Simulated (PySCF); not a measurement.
## Pt: ionisation energy

Pt [Xe] 4f14 5d9 6s1 (3D) → Pt⁺ [Xe] 4f14 5d9 (2D), as a difference of total energies. Computed with PySCF 2.14 in def2-SVP with the def2 core potential (60 electrons), with scalar relativity through the core potential. Correlated levels: valence: 5s2 5p6 frozen. The calculations carry no spin-orbit coupling.

```json
{"method": "UHF", "ionisation energy (eV)": "7.579"}
{"method": "B3LYP", "ionisation energy (eV)": "9.246"}
{"method": "TPSS", "ionisation energy (eV)": "9.171"}
{"method": "MP2 (valence)", "ionisation energy (eV)": "8.670"}
{"method": "SCS-MP2 (valence)", "ionisation energy (eV)": "8.505"}
```

Question: How much does correlation contribute at MP2 (valence)?

Answer: 8.670 − (7.579) = 1.091 eV, measured against UHF.

The reference lies between the lowest fine-structure levels, while these numbers refer to the centres of the terms.

Errors of the correlated levels include the incompleteness of this basis and the frozen core.

For comparison: 8.959 eV (measured; NIST Atomic Spectra Database, ionization energies).
